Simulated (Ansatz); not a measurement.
A search over several starts for the lowest SCF solution of Sb3H3⁺, that is cyclo-(SbH)3 with one electron fewer at the given spin, in a small basis.

```yaml
crystal:
  periodic: [false, false, false]
  atoms:
    - {symbol: Sb, position_ang: [-0.795478, -0.702092, -1.552294]}
    - {symbol: Sb, position_ang: [-1.280581, 1.287727, 0.486695]}
    - {symbol: Sb, position_ang: [-0.399707, -1.361496, 1.233500]}
    - {symbol: H, position_ang: [0.856077, -0.200345, -1.720275]}
    - {symbol: H, position_ang: [0.354163, 1.858558, 0.389831]}
    - {symbol: H, position_ang: [1.265526, -0.882352, 1.162532]}
basis:
  gaussian: {orbitals: def2-SVP}
total_charge: 1
magnetization: {spin_polarized: true, initial_magnetization: 1}
hamiltonian: {xc: pbe0, dispersion: d4}
output: {orbitals: {seedname: orbitals}}
```

```sh
$ ansatz run in.yaml --threads 4 --pin off --events-out ev --progress --plain --max-ram 3916MiB
```

Output, abridged:

```
Functional definition: PBE0
1158 factors; integrals over basis functions are off by at most 5.5e-4 eV
mean field evaluation 1: about -19653.8980 eV, gradient 1.0e1 eV
mean field evaluation 2: about -19654.0953 eV, gradient 9.0e0 eV
mean field evaluation 4: about -19654.7062 eV, gradient 1.3e0 eV
mean field evaluation 8: about -19654.7936 eV, gradient 3.2e-2 eV
mean field evaluation 16: about -19654.7937 eV, gradient 2.7e-3 eV
mean field evaluation 32: about -19654.7938 eV, gradient 8.1e-6 eV
mean field evaluation 64: about -19654.7938 eV, gradient 1.5e-6 eV
mean field -19654.79378956 eV, -722.3003492687 hartree, gradient 1.6e-6 eV, S^2 0.762159; 10 other end points of the search recorded, 0 dependent functions left out
reference -19654.79381443 eV, -722.3003501825 hartree; 36, 35 occupied and 57, 58 virtual orbitals, 1158 factors
Total energy: -19654.99027246 eV, -722.3075698819 hartree
```

It took 39 s on 4 threads of AMD EPYC on a shared host.

In the def2 sets Sb takes a core potential; there is no spin–orbit coupling.
